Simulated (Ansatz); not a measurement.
Basis-set extrapolation for C2H9NOSi (`CC(N)O[SiH3]`) (PBE0-D4/def2-TZVP geometry, frozen core, Ansatz 0.2.0). Multiplicity 1, RHF reference.

|  | def2-TZVPP | def2-QZVPP |
| --- | --- | --- |
| HF | -499.356208 | -499.375831 |
| MP2 correlation | -0.928434 | -0.994470 |
| CCSD(T) correlation | -1.014119 | not run |

Energies in hartree. Use E(X) = E(∞) + A·exp(−7.88·√X) for Hartree–Fock and E(X) = E(∞) + B·X^(−2.97) for correlation, with X = 3 and 4, and add CCSD(T) minus MP2 of the smaller set to the MP2 limit.

**Question.** What is the CCSD(T) energy at the basis-set limit?

**Answer.** HF limit: -499.375831 + (-0.019623) × 0.13774 = -499.37853. MP2 limit: -0.994470 + (-0.066036) × 0.74074 = -1.04339. Higher-order term: -1.014119 − (-0.928434) = -0.08569. Total: -500.50761 hartree, 3.74 eV below CCSD(T)/def2-TZVPP.
